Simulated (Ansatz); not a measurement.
Computed with Ansatz on PBE0-D4/def2-TZVP structures; ΔE is electronic, products minus reactants. CBS: MP2 limit from def2 TZ/QZ plus the TZ coupled-cluster correction, frozen cores. This one scheme is used for every species. Functionals use def2-TZVPP. def2 core potentials past Kr. For Sn outer-core shells are correlated without core-valence functions, which leaves a few kJ/mol of doubt a bond. Each species was taken in one conformer, which may not be the lowest.

`CC[NH][SnH3]` + `N#CO` → `CCOC#N` + `[NH2][SnH3]`  (substitution at a C–N bond)

`CC[NH][SnH3]`:

Z-matrix (Å, degrees):
```
C
C 1 1.517
H 1 1.093 2 111.1
H 1 1.092 2 110.5 3 -120.9
H 1 1.094 2 110.7 3 119.6
N 2 1.454 1 111.1 3 178.4
H 2 1.103 1 109.0 3 -55.9
H 2 1.096 1 109.0 3 59.4
Sn 6 2.028 2 118.5 1 -170.3
H 6 1.013 2 110.5 1 57.7
H 9 1.706 6 105.8 2 64.3
H 9 1.718 6 112.2 2 -54.9
H 9 1.705 6 106.4 2 -176.0
```

`N#CO`:

Cartesian coordinates in Å:
```
N 0.640 -0.590 -1.362
C 0.076 -0.139 -0.463
O -0.609 0.378 0.500
H -0.108 0.351 1.325
```

`CCOC#N`:

```xyz
10

C     1.112    0.189   -0.023
C    -0.280    0.708   -0.251
O    -1.192   -0.357   -0.653
C    -1.404   -1.254    0.235
N    -1.615   -2.076    1.018
H     1.765    1.018    0.258
H     1.510   -0.272   -0.929
H     1.131   -0.545    0.785
H    -0.696    1.180    0.642
H    -0.331    1.409   -1.082
```

`[NH2][SnH3]`:

```xyz
7

N    -0.331   -0.603    1.085
Sn    0.334    0.426   -0.536
H    -1.272   -0.345    1.357
H    -0.325   -1.605    0.946
H     0.280    2.072   -0.099
H     1.928   -0.113   -0.809
H    -0.614    0.168   -1.944
```

```csv
level,ΔE (kcal/mol)
r2SCAN0-D4,-3.5
BHLYP-D4,-3.7
RPA@PBE/def2-TZVPP,-3.1
SCS-MP2/def2-TZVPP,-2.9
```

What does CCSD(T)/CBS give? (An estimate is asked.)

Ansatz gave: -2.5 kcal/mol. The listed levels differ from it by -1.0, -1.2, -0.6, -0.4 kcal/mol.

Largest T1 diagnostic among the species: 0.014.

The D4 term adds +0.9 kcal/mol with B3LYP and +0.5 kcal/mol with PBE0; it sums over pairs of atoms, weighted by their polarisabilities, and B3LYP, whose exchange is more repulsive, gets the larger term. In def2-TZVPP, CCSD(T) changes the Hartree–Fock value by +2.5 kcal/mol (the triples alone add +0.0 kcal/mol) and MP2 by +3.1 kcal/mol. At CCSD(T), def2-SVP lies +1.6 kcal/mol from the extrapolated value and def2-TZVPP −0.3 kcal/mol.

B3LYP here is the variant with VWN-RPA as its local correlation; programs differ in this.
